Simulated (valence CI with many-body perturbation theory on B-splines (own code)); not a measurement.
Values are calculated unless marked as measured or tabulated.
**Hyperfine factors and g values of Xe XLVIII**

Level of theory: relativistic CI+MBPT: five valence electrons over a frozen Dirac-Fock core [He], radial functions for each j: 9 s, 9 p, 8 d, 6 f, 3 g, 1 h, with the one-electron correlation potential Σ1, the two-electron term Σ2, the three-electron term Σ3, Breit, model QED; selected CI, second order for the rest (own B-spline code, finite nucleus).

No measured spectrum was set against this ion. As an estimate, large intervals hold to a few tenths of a per cent, small ones and those within an open d or f shell to about a per cent. Among the levels kept, up to 1800 cm⁻¹ of a level comes from second order outside the variational space, and about a tenth of that is noise between levels of different J, which matters for small intervals.

A/g_I is the dipole constant over the nuclear g factor μ/I (μ in nuclear magnetons, uniformly magnetised nucleus), B/Q the quadrupole constant per barn. Both hold the static response of the core; the bare values leave it out. Large factors of s and p1/2 electrons are usually good to 5 to 10 %; those of open d and f shells near neutrality can be off by tens of per cent, and small factors of p3/2, d and f electrons come from cancelling terms and can be off by a factor of two or in sign, in half-filled shells by more. B is blank for J = 1/2, where it vanishes, and for nearly pure S terms. Energies count from the lowest level.

Levels are named by their leading jj configuration (3d3/2^4 stands for four electrons in 3d with j = 3/2), which in mixed levels can hold well under half, so a name can repeat and another be missing. Letters in brackets count levels of one name in rising energy.

```tsv
Level	E (eV)	g	A/g_I (MHz)	A/g_I bare	B/Q (MHz/b)	B/Q bare
(2s^2 2p1/2^2 2p3/2) J=3/2	0.0	1.360	285000	294000	527000	528000
(2s^2 2p1/2 2p3/2^2) J=3/2	322.3	1.439	-34200	-22400	73300	73400
(2s^2 2p1/2 2p3/2^2) J=5/2	342.3	1.181	637000	641000	-2340	-2340
(2s^2 2p1/2 2p3/2^2) J=1/2	373.5	0.641	1990000	1980000		
(2s 2p1/2^2 2p3/2^2) J=5/2	540.3	1.481	1460000	1450000	158000	158000
(2s 2p1/2^2 2p3/2^2) J=1/2	608.9	2.098	6030000	5950000		
(2s 2p1/2^2 2p3/2^2) J=3/2	610.5	1.202	-835000	-805000	-146000	-146000
(2s^2 2p3/2^3) J=3/2	696.9	1.283	309000	316000	-603000	-604000
(2s 2p1/2 2p3/2^3) J=3/2 [a]	882.8	1.554	1430000	1420000	-442000	-443000
(2s 2p1/2 2p3/2^3) J=5/2	915.3	1.280	1820000	1800000	-728000	-729000
(2s 2p1/2 2p3/2^3) J=1/2	952.0	1.420	-2000000	-1950000		
(2s 2p1/2 2p3/2^3) J=3/2 [b]	963.2	1.057	112000	127000	-97100	-97300
(2p1/2^2 2p3/2^3) J=3/2	1204.2	1.316	282000	297000	-564000	-565000
(2s 2p3/2^4) J=1/2	1291.6	1.760	6090000	6000000		
(2p1/2 2p3/2^4) J=1/2	1547.4	0.641	1990000	1970000		
(2s^2 2p1/2^2 3s) J=1/2	4574.4	2.017	1740000	1720000		
(2s^2 2p1/2^2 3p1/2) J=1/2	4640.3	0.657	569000	565000		
(2s^2 2p1/2^2 3p3/2) J=3/2	4748.3	1.331	84400	87200	151000	151000
(2s^2 2p1/2^2 3d3/2) J=3/2	4812.3	0.785	49400	49200	23900	24200
(2s^2 2p1/2^2 3d5/2) J=5/2	4848.0	1.197	20100	20200	16000	16400
(2s^2 2p1/2 2p3/2 3s) J=3/2 [a]	4902.9	1.669	441000	445000	360000	361000
(2s^2 2p1/2 2p3/2 3s) J=1/2	4910.0	1.298	-739000	-716000		
(2s^2 2p1/2 2p3/2 3s) J=5/2	4919.7	1.333	924000	924000	486000	487000
(2s^2 2p1/2 2p3/2 3s) J=3/2 [b]	4924.1	0.983	581000	587000	300000	301000
(2s^2 2p1/2 2p3/2 3p1/2) J=1/2	4968.3	1.719	-352000	-333000		
(2s^2 2p1/2 2p3/2 3p1/2) J=3/2 [a]	4973.8	1.142	429000	433000	101000	102000
(2s^2 2p1/2 2p3/2 3p1/2) J=5/2	4985.7	1.077	694000	696000	481000	482000
(2s^2 2p1/2 2p3/2 3p1/2) J=3/2 [b]	5010.2	1.341	438000	446000	521000	522000
(2s^2 2p1/2 2p3/2 3p3/2) J=5/2 [a]	5064.2	1.455	263000	267000	614000	616000
(2s^2 2p1/2 2p3/2 3p3/2) J=1/2 [a]	5072.5	1.627	-481000	-469000		
(2s^2 2p1/2 2p3/2 3p3/2) J=3/2 [a]	5078.5	1.170	601000	601000	-357000	-357000
(2s^2 2p1/2 2p3/2 3p3/2) J=7/2	5085.4	1.238	449000	452000	650000	651000
(2s^2 2p1/2 2p3/2 3p3/2) J=3/2 [b]	5088.4	1.407	453000	457000	118000	118000
(2s 2p1/2^2 2p3/2 3s) J=5/2	5093.6	1.491	1200000	1200000	297000	298000
(2s^2 2p1/2 2p3/2 3p3/2) J=5/2 [b]	5107.1	1.312	769000	769000	231000	232000
(2s^2 2p1/2 2p3/2 3p3/2) J=1/2 [b]	5115.2	0.658	1810000	1800000		
(2s 2p1/2^2 2p3/2 3s) J=3/2 [a]	5117.1	1.482	1490000	1480000	296000	296000
(2s^2 2p1/2 2p3/2 3d3/2) J=3/2 [a]	5141.8	0.943	136000	138000	-266000	-266000
(2s^2 2p1/2 2p3/2 3d3/2) J=5/2	5143.7	0.982	316000	318000	-31900	-31800
(2s^2 2p1/2 2p3/2 3d3/2) J=1/2 [a]	5145.6	0.235	438000	426000
```

Problem. Take the isotope of mass number 129, with I = 1/2, μ = -0.77796 μN. What is the hyperfine structure of (2s^2 2p1/2^2 2p3/2) J=3/2?

Solution. From the table A = -443000 MHz. Shifts from the centre of gravity in MHz: F = 1: 554000, F = 2: -332000.
